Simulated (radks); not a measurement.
Coulomb parameter of the 4f shell of the promethium ion Pm2+ in the model configuration [Xe] 4f4 5d1, as a second difference U = [E(n + 0.5) + E(n - 0.5) - 2 E(n)] / (0.5)^2 with all orbitals relaxed. "Bare": the charge of the atom changes with n. "Screened": the 5d shell takes up the change at fixed total charge, which measures U(4f,4f) + U(5d,5d) - 2 U(4f,5d). Method: scalar-relativistic Kohn-Sham, PBE, spin-unpolarised, spherical densities, finite nucleus; Fermi nuclear charge, rms radius 4.962 fm; computed with a radial shooting solver on a logarithmic mesh with Libxc functionals.

case              configuration  E - E(n) (eV)
start              [Xe] 4f4 5d1          0.000
bare +0.5        [Xe] 4f4.5 5d1         -8.450
bare -0.5        [Xe] 4f3.5 5d1         12.514
screened +0.5  [Xe] 4f4.5 5d0.5         -2.308
screened -0.5  [Xe] 4f3.5 5d1.5          3.462

U(bare) = 16.256 eV, U(screened by 5d) = 4.616 eV, against the Slater integral F0(4f,4f) = 26.698 eV with frozen orbitals.
